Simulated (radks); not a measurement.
Question: Isoelectronic series with 4 electrons, all held in the configuration [He] 2s2, which need not be the ground one along the series. Calculated with a radial shooting solver on a logarithmic mesh with Libxc functionals: Dirac Kohn-Sham, PBEsol, spin-unpolarised, spherical densities, finite nucleus; Fermi nuclear charge, rms radius of each element as measured or else 0.836 A^(1/3) + 0.57 fm. Total energies (hartree) and orbital eigenvalues (Ry):

ion    E (hartree)      2s1/2      1s1/2
Cu25+  -1017.28666  -178.6801  -776.9127
Zn26+  -1091.19367  -192.5903  -834.6244
Ga27+  -1167.79462  -207.0432  -894.4783
Ge28+  -1247.10379  -222.0420  -956.4853
As29+  -1329.13644  -237.5902  -1020.657
Se30+  -1413.90758  -253.6912  -1087.003
Br31+  -1501.43363  -270.3489  -1155.538
Rb33+  -1684.81769  -305.3498  -1299.220
Sr34+  -1780.71119  -323.7010  -1374.395
Zr36+  -1980.99497  -362.1271  -1531.480
Nb37+  -2085.42434  -382.2110  -1613.420
Mo38+  -2192.73928  -402.8818  -1697.644
Tc39+  -2302.96440  -424.1449  -1784.173
Ru40+  -2416.11836  -446.0051  -1873.019
Rh41+  -2532.22817  -468.4683  -1964.203
Pd42+  -2651.31557  -491.5398  -2057.741
Ag43+  -2773.40749  -515.2257  -2153.653
Cd44+  -2898.52661  -539.5316  -2251.955
In45+  -3026.70503  -564.4645  -2352.673
Sn46+  -3157.96630  -590.0303  -2455.822
Sb47+  -3292.34138  -616.2361  -2561.428

Estimate the row of Kr32+.

Answer: E (hartree) -1591.73114; 2s1/2 -287.5671; 1s1/2 -1226.272.
